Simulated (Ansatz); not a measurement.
Calculated with Ansatz (gas phase, PBE0-D4/def2-TZVP geometries, no zero-point term in ΔE). CCSD(T)/CBS adds triple-zeta CCSD(T) − MP2 to the extrapolated MP2 energy (def2 sets, frozen cores). This one scheme is used for every species. Functionals use def2-TZVPP. For Ge outer-core shells are correlated without core-valence functions, which leaves a few kJ/mol of doubt a bond. Scalar relativity is left out up to krypton. One conformer a species, not always the lowest.

Consider the cleavage of the B–Si bond: `B[SiH2]N` + `C=C[NH][GeH3]` → `B[N]([GeH3])C=C` + `N[SiH3]`.

Question: Is it downhill or uphill in electronic energy at CCSD(T)/CBS, and by how much? (Best estimate.)

Answer: The calculation gave: Downhill: ΔE = -175.2 kJ/mol.

Question: What do these levels give: ωB97X-V, ωB97M-V, r2SCAN, HF/def2-TZVPP, SCS-MP2/def2-TZVPP, HF/def2-QZVPP? (Estimate.)

Answer: Computed: ωB97X-V -165.6, ωB97M-V -173.5, r2SCAN -166.5, HF/def2-TZVPP -160.1, SCS-MP2/def2-TZVPP -179.8, HF/def2-QZVPP -160.2 kJ/mol.

Largest T1 diagnostic among the species: 0.013.

The D4 term adds −6.3 kJ/mol with B3LYP and −3.3 kJ/mol with PBE0; it sums over pairs of atoms, weighted by their polarisabilities, and B3LYP, whose exchange is more repulsive, gets the larger term. In def2-TZVPP, CCSD(T) changes the Hartree–Fock value by −16.5 kJ/mol (the triples alone add −4.0 kJ/mol) and MP2 by −24.3 kJ/mol.

B3LYP here is the variant with VWN-RPA as its local correlation; programs differ in this.
